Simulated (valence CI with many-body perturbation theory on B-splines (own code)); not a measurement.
# Pb11+: magnetic and hyperfine properties of the levels

Calculated by relativistic CI+MBPT: three valence electrons over a frozen Dirac-Fock core [Xe] 4f14, radial functions for each j: 9 s, 9 p, 10 d, 8 f, 5 g, 3 h, 1 i, with the one-electron correlation potential Σ1 (screened to all orders), the two-electron term Σ2, the three-electron term Σ3, Breit, model QED; selected single and double excitations, second order for the rest, scaled by the run's own slope (own B-spline code, finite nucleus).

No measured levels were compared; by estimate terms of the open shell hold to 2 to 4 % of their energy, and close levels can change places. Core correlation moves these levels by up to 11000 cm⁻¹, and in measured spectra 5 to 20 % of such shifts remained as error; rates that hang on mixing are uncertain with them. The list stops below the first excitations out of the core. Only levels of the ground parity were solved; by the run's estimate the other parity begins above the list, which can be wrong where configurations are misplaced.

A/g_I is the dipole constant over the nuclear g factor μ/I (μ in nuclear magnetons, uniformly magnetised nucleus), B/Q the quadrupole constant per barn. Both hold the static response of the core; the bare values leave it out. Large factors of s and p1/2 electrons are usually good to 5 to 10 %; those of open d and f shells near neutrality can be off by tens of per cent, and small factors of p3/2, d and f electrons come from cancelling terms and can be off by a factor of two or in sign, in half-filled shells by more. B is blank for J = 1/2, where it vanishes, and for nearly pure S terms. Energies count from the lowest level.

Levels are named by their leading jj configuration (3d3/2^4 stands for four electrons in 3d with j = 3/2), which in mixed levels can hold well under half, so a name can repeat and another be missing. Letters in brackets count levels of one name in rising energy.

```tsv
Level	E (cm⁻¹)	g	A/g_I (MHz)	A/g_I bare	B/Q (MHz/b)	B/Q bare
(5d3/2^3) J=3/2	0	0.586	6030	4910	-2790	-2490
(5d3/2^2 5d5/2) J=5/2 [a]	20710	1.045	2530	2750	-1690	-1540
(5d3/2^2 5d5/2) J=3/2	30388	1.296	1070	2190	-1290	-1160
(5d3/2^2 5d5/2) J=7/2	31094	1.117	2240	2750	70.0	-30.7
(5d3/2^2 5d5/2) J=9/2	34257	1.102	2490	3000	2700	2260
(5d3/2^2 5d5/2) J=1/2	35506	1.971	-5190	-2400		
(5d3/2^2 5d5/2) J=5/2 [b]	54455	1.478	-495	1100	3760	3250
(5d3/2 5d5/2^2) J=7/2 [a]	54696	1.033	2410	2530	668	607
(5d3/2 5d5/2^2) J=9/2	58008	1.131	1890	2370	1550	1310
(5d3/2 5d5/2^2) J=3/2 [a]	64433	1.163	1900	2560	-3440	-3040
(5d3/2 5d5/2^2) J=1/2	67248	1.363	-1520	-777		
(5d3/2 5d5/2^2) J=11/2	70395	1.090	2270	2650	7360	6510
(5d3/2 5d5/2^2) J=5/2 [a]	74685	1.153	1260	1680	3760	3350
(5d3/2 5d5/2^2) J=5/2 [b]	78243	1.048	2400	2590	53.5	21.3
(5d3/2 5d5/2^2) J=7/2 [b]	82000	1.118	2180	2680	1710	1540
(5d5/2^3) J=9/2	89986	1.119	1640	2000	1340	1220
(5d5/2^3) J=3/2	94205	1.156	2090	2760	1570	1400
(5d3/2 5d5/2^2) J=3/2 [b]	114790	0.860	3980	3660	3350	2990
(5d5/2^3) J=5/2	122410	1.159	1460	1970	1470	1340
(5d3/2^2 6s) J=3/2	366000	0.465	-20700	-19200	516	471
(5d3/2^2 6s) J=5/2	370510	1.023	28900	26700	380	346
(5d3/2^2 6s) J=1/2	392480	2.344	124000	116000		
(5d3/2 5d5/2 6s) J=7/2	394500	1.226	19800	18700	1460	1230
(5d3/2 5d5/2 6s) J=5/2 [a]	398960	0.988	-11000	-9600	1290	1090
(5d3/2 5d5/2 6s) J=9/2	408230	1.256	17000	16300	5290	4610
(5d3/2 5d5/2 6s) J=3/2	408240	1.526	15800	15400	2610	2260
(5d3/2 5d5/2 6s) J=5/2 [b]	408540	1.317	25200	23700	-1860	-1710
```

(1) Take the isotope of mass number 207, with I = 1/2, μ = 0.5906 μN. What is the hyperfine structure of (5d3/2^2 5d5/2) J=5/2 [a]?

## Answers

(1) From the table A = 2980 MHz. Shifts from the centre of gravity in MHz: F = 2: -5220, F = 3: 3720.
